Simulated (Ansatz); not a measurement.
```xyz
6

B    -0.0071    0.0024   -1.3298
C     0.0071   -0.0066    0.1804
O    -0.0086    0.0029    1.3103
H     0.0052   -1.1747   -1.6380
H    -1.0258    0.5959   -1.6516
H     1.0270    0.5844   -1.6504
```

Basis set: 6-31G* (spherical functions). Left uncorrelated: 3 orbitals. Charge 0, multiplicity 1.

Computed with Ansatz (development build ahead of 0.2.0); each method stands on the lowest determinant of its kind that the runs found. Restricted open shells among the atoms or ions are ROHF, correlated in semicanonical orbitals with singles.

The atomization energy at this shape (free ground-state atoms in the same class of orbitals less the molecule, no zero-point energy) of singlet CH₃BO:

```
 method  atomization energy
RHF-MP2            23.29 eV
```

Task: What does RHF give?

Result: 18.15 eV.
